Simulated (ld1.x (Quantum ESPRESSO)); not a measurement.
## arsenic, TM: configuration errors across variants

* Element: arsenic (As)
* Generator: ld1.x (Quantum ESPRESSO) 7.5
* Type: norm-conserving Troullier–Martins (Kleinman–Bylander form)
* Functional: LDA (PZ)
* Relativity: fully relativistic
* Frozen core: [Ne]
* Valence charge: 23
* Reference configuration: 3s2 3p6 3d10 4s2 4p2.5 (charge +0.5)
* Partial waves: 3s (bound): rc 0.90 bohr; 3p (bound): rc 0.60 bohr; 3d (bound): rc 0.55 bohr
* Local potential: all-electron potential smoothed inside 0.45 bohr (lloc = -2)
* Core correction: none

Open shells are filled in proportion to 2j + 1 (rel_dist='average').

Occupied shells without a wave of their own: 4p, 4s. They enter only through the test configuration that unscreens the potential.

All-electron excitation energies from the reference (eV): (1) 3s2 3p6 3d10 4s2 4p3 -3.638; (2) 3s2 3p6 3d10 4s2 4p2 5.690; (3) 3s2 3p6 3d10 4s2 4p1 23.857; (4) 3s2 3p6 3d10 4s1 4p4 5.839; (5) 3s1 3p6 3d10 4s2 4p3 196.827; (6) 3s2 3p5 3d10 4s2 4p3 140.579; (7) 3s2 3p6 3d9 4s2 4p4 36.558.

For the base: The 4p, 4s levels have no wave, so the channel is fitted at the deeper level alone: the likely source of the large errors.

On the changes marked as counting shells twice: ld1.x takes every shell without a wave as core, so the model core holds the marked electrons as well and exchange and correlation see them twice. This cancels in the reference configuration, but the file is broken for other ones, and its errors say nothing about a proper core correction.

4 further variants failed, have other tests or another functional or relativity, and are left out.

The file “base” misses its own reference levels by 2.0 eV. The file “wave 3s (bound): rc 0.90 bohr becomes 3s (bound): rc 0.62 bohr” misses its own reference levels by 0.5 eV. The file “all radii scaled by about 1.38 (s 1.24, p 0.82, d 0.76 bohr); local potential all-electron potential smoothed inside 0.62 bohr (lloc = -2)” misses its own reference levels by 2.5 eV. The file “core correction a·sin(br)/r model core inside 0.48 bohr (4p, 4s counted twice)” misses its own reference levels by 2.0 eV.

Errors AE − PS in meV (a dash: test not solved or not reliable):

```csv
change,(1),(2),(3),(4),(5),(6),(7),bound ghosts
base,+20,-31,-126,-1968,+254,+289,+324,not determined
wave 3s (bound): rc 0.90 bohr becomes 3s (bound): rc 0.62 bohr,+22,-30,-115,-443,+117,+135,+169,not determined
"all radii scaled by about 1.38 (s 1.24, p 0.82, d 0.76 bohr); local potential all-electron potential smoothed inside 0.62 bohr (lloc = -2)",+14,-24,-100,-2473,-18,+244,+270,not determined
"core correction a·sin(br)/r model core inside 0.48 bohr (4p, 4s counted twice)",-10,-65,-465,-2032,+218,+251,+205,not determined
```

Give the same row for: local potential all-electron potential smoothed inside 0.56 bohr (lloc = -2).

+15, -23, -91, -1147, +108, +170, +190; bound ghosts: not determined.
